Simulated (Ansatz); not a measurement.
Cost and result for the atomization energy of `C[SiH2]/C(Cl)=C\F` (12 atoms, 11 bonds).

```xyz
12

C    -0.426   -0.225    1.877
Si   -0.773   -0.492    0.064
C     0.734   -0.010   -0.943
Cl    2.187   -0.894   -0.583
C     0.822    0.920   -1.882
F    -0.232    1.657   -2.232
H     0.460   -0.784    2.185
H    -0.256    0.833    2.087
H    -1.272   -0.564    2.480
H    -1.925    0.319   -0.400
H    -1.034   -1.929   -0.212
H     1.717    1.171   -2.442
```

Charge 0, multiplicity 1. Geometry: relaxed with PBE0-D4/def2-TZVP. It is one conformer, not always the lowest. Program: Ansatz. All runs use 2 threads of an AMD EPYC 7R13 on a shared host and a share of an NVIDIA H100 80 GB. Times are those of one run each, without the atoms' runs, and a repeat can differ threefold. Electronic energies, without spin–orbit coupling; frozen cores. CCSD(T)/CBS adds CCSD(T) − MP2 in def2-TZVPP to the MP2 limit, and its time is that of the two runs behind it. T1 = 0.012. B3LYP takes the VWN-RPA correlation (the form of Gaussian; ORCA's B3LYP/G).

CCSD(T)/CBS is a level of theory with its own doubt, some kJ/mol a heavy atom from the limit and from the frozen cores, so smaller differences don't rank the functionals.

```tsv
level	functions	wall time
PBE0-D4/def2-TZVPP	292	2 s
PBE-D4/def2-TZVPP (with forces)	292	2.4 s
r2SCAN-D4/def2-TZVPP (with forces)	292	2.6 s
B3LYP-D4/def2-TZVPP (with forces)	292	3.6 s
ωB97X-V/def2-TZVPP	292	4 s
B2PLYP/def2-TZVPP	292	4.7 s
ωB97M-V/def2-TZVPP (with forces)	292	5.5 s
CCSD(T)/def2-TZVPP	292	6 s
MP2/def2-QZVPP	548	6.5 s
CCSD(T)/CBS(def2)	–	13 s
```

(1) What atomization energy does each give, and how far from CCSD(T)/CBS? (An estimate is asked.)

Results:

(1) The calculation gave: 
```tsv
level	atomization (kJ/mol)	difference from CCSD(T)/CBS	per bond
PBE0-D4/def2-TZVPP	4487.0	29.1	2.6
PBE-D4/def2-TZVPP (with forces)	4570.7	112.8	10.3
r2SCAN-D4/def2-TZVPP (with forces)	4484.5	26.6	2.4
B3LYP-D4/def2-TZVPP (with forces)	4455.1	-2.8	-0.3
ωB97X-V/def2-TZVPP	4476.2	18.3	1.7
B2PLYP/def2-TZVPP	4407.4	-50.5	-4.6
ωB97M-V/def2-TZVPP (with forces)	4478.6	20.7	1.9
CCSD(T)/def2-TZVPP	4343.0	-114.9	-10.4
MP2/def2-QZVPP	4495.7	37.8	3.4
CCSD(T)/CBS(def2)	4457.9	0.0	0.0
```

The D4 term adds +46.3 kJ/mol with B3LYP and +24.5 kJ/mol with PBE0; it sums over pairs of atoms, weighted by their polarisabilities, and B3LYP, whose exchange is more repulsive, gets the larger term. From PBE to PBE0 (25 % exact exchange), in def2-TZVPP and without D4, the atomization energy moves by −79.5 kJ/mol: exact exchange takes away binding that semilocal exchange gives to molecules. In def2-TZVPP, CCSD(T) changes the Hartree–Fock value by +1077.5 kJ/mol (the triples alone add +74.0 kJ/mol) and MP2 by +1162.5 kJ/mol; breaking electron pairs costs correlation energy, which Hartree–Fock lacks.
